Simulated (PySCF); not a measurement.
The vertical singlet excitations below were computed for one of the candidates. Method used: TDDFT CAM-B3LYP/def2-SVPD, vertical, gas phase, core orbitals frozen in the response in PySCF. Geometries: GFN2-xTB, one conformer each.

```
state  E (eV)  λ (nm)       f
   S1    4.12   300.7   0.094
   S2    4.33   286.3   0.092
   S3    4.69   264.6   0.181
   S4    5.71   217.2   0.050
   S5    6.04   205.4   0.449
   S6    6.23   198.9   0.294
   S7    6.45   192.2  0.0069
   S8    6.67   185.8   0.020
```

**Question.** Which structure fits? All have the formula C6H8N2.
A. `C=CCN1C=CN=C1`
B. `CCc1ncccn1`
C. `CNC1=CC=CC=N1`
D. `C(=C)C(C=C)=NN=C`

**Answer.** D. Its S1, at 4.12 eV, is the lowest among the candidates; the nearest of the others has S1 at 4.48 eV. S1 is HOMO-1→LUMO (51%), HOMO→LUMO (33%), HOMO→LUMO+1 (10%). Löwdin shares by element: HOMO nitrogen 42%, carbon 24% or more (atoms not listed hold the other 34%); LUMO nitrogen 32%, carbon 28% or more (atoms not listed hold the other 40%). At the same level the other candidates give, for their lowest levels:
- `C=CCn1ccnc1`: 6.17 eV (f 0.052); 6.51 eV (f 0.069); 6.61 eV (f 0.003); 6.64 eV (f 0.024); 6.97 eV (f 0.048); T1 4.50 eV; HOMO -7.89, LUMO 0.82 eV
- `CNc1ccccn1`: 4.72 eV (f 0.082); 5.39 eV (f 0.004); 5.72 eV (f 0.208); 5.86 eV (f 0.056); 6.13 eV (f 0.000); T1 3.75 eV; HOMO -7.19, LUMO 0.59 eV
- `CCc1ncccn1`: 4.48 eV (f 0.004); 4.92 eV (f 0.000); 5.78 eV (f 0.050); 6.03 eV (f 0.000); 6.37 eV (f 0.015); T1 3.97 eV; HOMO -8.68, LUMO -0.06 eV

Conformer computed: `[CH2:1]=[CH:2][C:3]([CH:4]=[CH2:5])=[N:6][N:7]=[CH2:8]`: C1–C2–C3–C4 -175°, C2–C3–C4–C5 12°, C3–N6–N7–C8 104°.
Triplets come from the Tamm–Dancoff approximation.
